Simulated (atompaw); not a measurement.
## Scattering properties, PAW (atompaw) potential for Au (Z = 79)

```
Element                 : Au (Z = 79)
Generator               : atompaw 4.2.0.5
Type                    : PAW
Functional              : PBE
Relativity              : scalar-relativistic
Frozen core             : [Xe] 4f14
Valence charge          : 11
Reference configuration : 5d10 6s0.5 6p0 (charge +0.5)
Partial waves           : 6s (bound): rc 3.00 bohr; 6s channel at 1.45 Ry: rc 3.00 bohr; 6p (bound, empty): rc 3.00 bohr; 6p channel at 4.6 Ry: rc 3.00 bohr; 5d (bound): rc 3.00 bohr; 5d channel at 1.6 Ry: rc 3.00 bohr
Local potential         : ultrasoft scheme with l = 3 at 0.5 Ry, radius 1.64 bohr
Core correction         : smooth core density matched at 2.05 bohr
Augmentation charge     : besselshape compensation charge, radius 2.95 bohr; PAW radius 3.00 bohr; waves and projectors: custom rrkj gramschmidtortho
```

The phase is arctan(r·u′/u) with u = r·R(r), unwrapped; energies in Ry, scanned from -3 to 5 Ry. A pole is an energy at which the radial function vanishes at the test radius. The pseudo phase is shifted by a multiple of π to meet the all-electron one at the reference energy, and phase errors are pseudo minus all-electron; the curves can meet again beyond the range given. Levels narrower than the energy grid can be missing from the lists of poles.

Question: For each channel, where are the poles, and over which energies does the pseudopotential scatter like the atom?

Answer:

```csv
channel,radius (bohr),reference energy (Ry),"poles, all-electron","poles, pseudo",unbroken range about the reference energy with phases within 0.05 rad,phase error 1 Ry above the reference energy (rad)
s,3.00,-0.69,0.30,0.30,the whole range,+0.000
p,3.00,-0.26,1.59,1.56,below 2.4,-0.003
d,3.00,-0.81,"-0.65, 3.84","-0.65, 3.73",the whole range,-0.003
```

Note: ghost state, extra bound levels that the all-electron valence spectrum of the same l lacks: s at -70.5 eV. A true bound ghost makes a file unfit for plane-wave use.

Phases in the p channel:

```json
{"E (Ry)": "-3.00", "all-electron": "1.356", "pseudo": "1.354"}
{"E (Ry)": "-2.76", "all-electron": "1.344", "pseudo": "1.342"}
{"E (Ry)": "-2.52", "all-electron": "1.330", "pseudo": "1.328"}
{"E (Ry)": "-2.28", "all-electron": "1.313", "pseudo": "1.312"}
{"E (Ry)": "-2.04", "all-electron": "1.293", "pseudo": "1.291"}
{"E (Ry)": "-1.80", "all-electron": "1.267", "pseudo": "1.266"}
{"E (Ry)": "-1.56", "all-electron": "1.234", "pseudo": "1.233"}
{"E (Ry)": "-1.32", "all-electron": "1.189", "pseudo": "1.187"}
{"E (Ry)": "-1.08", "all-electron": "1.123", "pseudo": "1.122"}
{"E (Ry)": "-0.84", "all-electron": "1.021", "pseudo": "1.020"}
{"E (Ry)": "-0.60", "all-electron": "0.840", "pseudo": "0.839"}
{"E (Ry)": "-0.36", "all-electron": "0.476", "pseudo": "0.476"}
{"E (Ry)": "-0.12", "all-electron": "-0.201", "pseudo": "-0.201"}
{"E (Ry)": "0.12", "all-electron": "-0.831", "pseudo": "-0.833"}
{"E (Ry)": "0.36", "all-electron": "-1.155", "pseudo": "-1.157"}
{"E (Ry)": "0.60", "all-electron": "-1.319", "pseudo": "-1.322"}
{"E (Ry)": "0.84", "all-electron": "-1.417", "pseudo": "-1.420"}
{"E (Ry)": "1.08", "all-electron": "-1.482", "pseudo": "-1.485"}
{"E (Ry)": "1.32", "all-electron": "-1.529", "pseudo": "-1.533"}
{"E (Ry)": "1.56", "all-electron": "-1.567", "pseudo": "-1.571"}
{"E (Ry)": "1.80", "all-electron": "-1.599", "pseudo": "-1.603"}
{"E (Ry)": "2.04", "all-electron": "-1.627", "pseudo": "-1.634"}
{"E (Ry)": "2.28", "all-electron": "-1.655", "pseudo": "-1.668"}
{"E (Ry)": "2.52", "all-electron": "-1.683", "pseudo": "-1.672"}
{"E (Ry)": "2.76", "all-electron": "-1.713", "pseudo": "-1.711"}
{"E (Ry)": "3.00", "all-electron": "-1.747", "pseudo": "-1.747"}
{"E (Ry)": "3.24", "all-electron": "-1.788", "pseudo": "-1.790"}
{"E (Ry)": "3.48", "all-electron": "-1.843", "pseudo": "-1.844"}
{"E (Ry)": "3.72", "all-electron": "-1.919", "pseudo": "-1.921"}
{"E (Ry)": "3.96", "all-electron": "-2.039", "pseudo": "-2.041"}
{"E (Ry)": "4.20", "all-electron": "-2.254", "pseudo": "-2.255"}
{"E (Ry)": "4.44", "all-electron": "-2.689", "pseudo": "-2.690"}
{"E (Ry)": "4.68", "all-electron": "-3.404", "pseudo": "-3.405"}
{"E (Ry)": "4.92", "all-electron": "-3.953", "pseudo": "-3.955"}
```
